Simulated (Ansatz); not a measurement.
A structure relaxed at r2SCAN/def2-TZVP in Ansatz, charge 1, singlet:

```xyz
5

Cs    1.120   -5.921   -0.170
Cs   -2.941   -2.953    0.776
Cs    1.488   -0.198   -0.363
Cs   -2.141    3.627    0.508
Cs    2.474    5.444   -0.751
```

Question: Give its formula and point group.

Answer: Cs5⁺. Point group C2v (tolerance 0.1 Å).

Question: Summarise the bond lengths by kind (pairs closer than 1.2 times the sum of covalent radii, bridged metal pairs left out).

Answer: 6 × Cs–Cs 5.12 to 5.74 Å.

In the def2 sets Cs takes a core potential; there is no spin–orbit coupling. The restricted singlet is unstable towards broken spin symmetry in Hartree–Fock (as tested in another run); at r2SCAN/def2-TZVP this wasn't settled. Another isomer (triplet) lies 0.03 eV lower at r2SCAN/def2-TZVP; other spin states weren't run for this one.
